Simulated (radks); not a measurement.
Values are calculated unless marked as measured or tabulated.
Radial electron density D(r) = 4 pi r^2 rho(r) of an atom or ion with 12 electrons. Code: a radial shooting solver on a logarithmic mesh with Libxc functionals. Model: scalar-relativistic Kohn-Sham, LB94 model potential, spin-polarised, spherical densities, finite nucleus; Fermi nuclear charge, rms radius of each element as measured or else 0.836 A^(1/3) + 0.57 fm.

r (bohr)  D(r) (e/bohr)
0.001936          4.920
0.002403          7.020
0.002982          9.902
0.003701          13.77
0.004593          18.83
0.005747          25.45
0.007132          33.12
0.008852          41.69
0.01099           50.39
0.01363           57.98
0.01706           63.01
0.02117           63.81
0.02628           60.52
0.03261           55.06
0.0408            51.32
0.05063           53.65
0.06284           62.30
0.07799           71.64
0.0968            72.36
0.1211            58.49
0.1503            36.84
0.1865            19.48
0.2315            12.31
0.2873            10.03
0.3595            6.354
0.4461            2.414
0.5537           0.4776
0.6872          0.04329
0.8529         0.001529

What is the nuclear charge?

Answer. Z = 50. The innermost maximum, from 1s, lies near gamma/Z bohr with gamma = sqrt(1 - (Z/c)^2) = 0.931, here 0.0186 bohr (found: 0.0197), and its height grows with Z. The density is that of the tin ion Sn38+ in [Ne] 3s2; the configuration itself is not fixed sharply by these data, and Z only to a few units. D(r) has 2 maxima, at r = 0.0197, 0.0879 bohr, and minima at 0.0425 bohr, inside which lie 2.08 electrons.
